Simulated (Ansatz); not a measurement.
```xyz
12

C    -2.176   -0.605   -0.033
In   -0.164    0.137    0.114
N     0.032    1.846    1.164
Ge    2.062   -0.796   -0.836
H    -2.474   -0.683   -1.080
H    -2.864    0.065    0.484
H    -2.244   -1.598    0.414
H    -0.731    2.338    1.598
H     0.906    2.318    1.324
H     3.273    0.074   -0.446
H     2.344   -2.223   -0.326
H     2.035   -0.874   -2.375
```

Total charge 0; spin multiplicity 1. In takes the def2 core potential.

Task: List the r2SCAN/def2-TZVPP orbital energies in eV (Ansatz). (Best estimate.)

Result: Ansatz gave: Occupied: -10833.79, -1348.92, -1198.97, -1198.96, -1198.96, -384.37, -272.70, -167.07, -125.00, -116.76, -116.75, -116.75, -81.72, -81.44, -81.39, -30.05, -30.05, -30.01, -29.98, -29.97, -21.32, -19.18, -18.86, -18.84, -18.81, -18.59, -17.24, -13.93, -11.63, -10.36, -9.95, -9.94, -8.47, -8.45, -7.41, -6.32, -5.78. Lowest empty: -1.50, -0.74, -0.03, 0.76, 1.38, 1.40, 1.54, 2.14.
